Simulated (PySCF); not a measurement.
[TeBr3]+: double against triple zeta

Base calculation in PySCF with density fitting and no spin–orbit coupling, PBE0/def2-SVP (scalar-relativistic core potentials): singlet, C3v, Te–Br 2.454 Å (×3); Br–Te–Br 100.9° (×3); wavenumbers 77 (×2), 105, 274, 280 (×2) cm⁻¹; dipole moment about the centre of mass 1.69 D, gap between the highest occupied and lowest empty levels 5.14 eV, polar-tensor charge of Te 1.53 e.

**Question.** What changes on going to PBE0/def2-TZVP (scalar-relativistic core potentials)?

**Answer.** The point group stays the same. Changes: mean bond to Te -0.027 Å, smallest bond angle 0.0 degrees, highest wavenumber +1 cm⁻¹, lowest wavenumber +8 cm⁻¹, dipole moment about the centre of mass -0.29 D, gap between the highest occupied and lowest empty levels +0.32 eV, polar-tensor charge of Te 0.00 e. The new structure has Te–Br 2.427 Å (×3); Br–Te–Br 100.9° (×3), with wavenumbers 85 (×2), 111, 278, 281 (×2) cm⁻¹. The larger basis shortens the bonds, as added polarisation functions usually do.

Only the bonding shown was studied: isomers, or loss of a ligand pair, can lie lower.
